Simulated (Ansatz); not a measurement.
Basis-set extrapolation for `C[SiH](F)[SiH2]Cl` (PBE0-D4/def2-TZVP geometry, frozen core, the Gaussian-basis code of Ansatz). Multiplicity 1, RHF reference.

```tsv
	def2-TZVPP	def2-QZVPP
HF	-1178.390508	-1178.428231
MP2 correlation	-0.857526	-0.932389
CCSD(T) correlation	-0.950101	not run
```

Energies in hartree. Use E(X) = E(∞) + A·exp(−7.88·√X) for Hartree–Fock and E(X) = E(∞) + B·X^(−2.97) for correlation, with X = 3 and 4, and add CCSD(T) minus MP2 of the smaller set to the MP2 limit.

**Question.** What is the CCSD(T) energy at the basis-set limit?

**Answer.** HF limit: -1178.428231 + (-0.037723) × 0.13774 = -1178.43343. MP2 limit: -0.932389 + (-0.074863) × 0.74074 = -0.98784. Higher-order term: -0.950101 − (-0.857526) = -0.09257. Total: -1179.51384 hartree, 4.71 eV below CCSD(T)/def2-TZVPP.
